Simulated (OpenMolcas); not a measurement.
Ho3+ with 8 ligands (fluoride) in cubic eightfold coordination (Oh) at 2.33 Å. A charge of +0.625 e stands 2.6 Å behind each ligand. Ligand basis ANO-RCC-VDZP.

```yaml
Program: OpenMolcas
Method: CASSCF
Basis: ANO-RCC-VDZP [7s6p4d2f1g]
Scalar_Hamiltonian: DKH2, point nucleus
Active_space: 10 electrons in 7 orbitals (4f)
State_averaging: 2S+1 = 5 even, 35 roots (30 in the spin-orbit step); 2S+1 = 3 even, 105 roots kept (CI in the orbitals of an earlier block); 2S+1 = 1 even, 31 roots kept (CI in the orbitals of an earlier block)
Spin-orbit_coupling: RASSI with atomic mean-field integrals over the reference wave functions
```

(1) What is the spin-free ground state (labels of O, the rotations of Oh)?

(2) Where is the first state of the same spin?

(3) What are the lowest two levels with spin-orbit coupling?

(4) What is χT at 300 K, and how does it compare with the textbook value?

Answers

(1) 5A2, 1-fold in its orbital part, 100 % from free-ion I terms; it has the highest spin that f10 allows.

(2) 5T2 at 130 cm-1 above the ground state.

(3) A 3-fold level T1, then a 2-fold level E 0.2 cm-1 above it. Their leading multiplicities are 5 (94 %) and 5 (94 %).

(4) Hund's rules give f10 the level 5I8 with g = 1.250, so an isolated free-ion multiplet has χT = g² J(J+1) / 8 = 14.062 cm3 K/mol. The computed 13.674 at 300 K differs by -3 %, through the field's splitting, the mixing of terms and any other multiplet in reach.

High states are left out of the spin-orbit mixing, which shifts the levels that they would mix with. Without dynamic correlation the ligand-field splitting of an f shell can come out too small, at times by half. A group larger than the point group allows holds several states that coincide in this model. The first state left out of the spin-orbit step lies near 45000 cm-1 above the lowest spin-free state of the reference (among the parities and spins computed), and the lists stop at four fifths of that energy or lower. No measured value stands beside these numbers; the geometry was imposed, not optimised, and the real ion may take another.
